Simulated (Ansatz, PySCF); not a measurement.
Complex: C2H2 (SMILES C#C) (first 4 atoms) with CH2F2 (SMILES FCF); geometry from B3LYP-D3(BJ)/def2-TZVP.
(charge 0, multiplicity 1):
```csv
atom,x (Å),y (Å),z (Å)
C,0.5992,0.0170,-0.6972
C,-0.3521,-0.0636,0.0254
H,1.4373,0.0858,-1.3471
H,-1.1855,-0.1347,0.6829
F,-1.0753,0.1558,3.1391
C,0.2511,0.1283,3.4735
F,0.4881,-1.0070,4.1848
H,0.4626,0.9913,4.1062
H,0.8374,0.1017,2.5547
```

Basis-set superposition error: the interaction energy with monomers in their own basis, and in the dimer's basis (counterpoise).

Run with Ansatz (a program for electronic structure); PySCF for 6-31G* rows, M06-2X. Each number belongs to the level named beside it.

| level | uncorrected (kJ/mol) | counterpoise (kJ/mol) | difference |
|---|---|---|---|
| PBE/def2-TZVPPD | -6.0 | -5.7 | 0.3 |
| B97M-V/def2-TZVPPD | -8.8 | -8.5 | 0.3 |
| B3LYP/6-31G* | -11.5 | -3.8 | 7.7 |
| B3LYP/def2-TZVPPD | -3.9 | -3.7 | 0.3 |
| PBE0/def2-TZVPPD | -6.2 | -5.9 | 0.3 |
| BHLYP/def2-TZVPPD | -6.1 | -5.9 | 0.2 |
| M06-2X/def2-TZVPPD | -8.6 | -8.3 | 0.3 |
| wB97X-V/def2-TZVPPD | -9.0 | -8.7 | 0.2 |
| B2PLYP/def2-TZVPPD | -6.3 | -5.6 | 0.7 |
| CCSD/aug-cc-pVDZ | -10.0 | -6.3 | 3.7 |

The error is largest for B3LYP/6-31G* (7.7 kJ/mol) and smallest for BHLYP/def2-TZVPPD (0.2 kJ/mol).
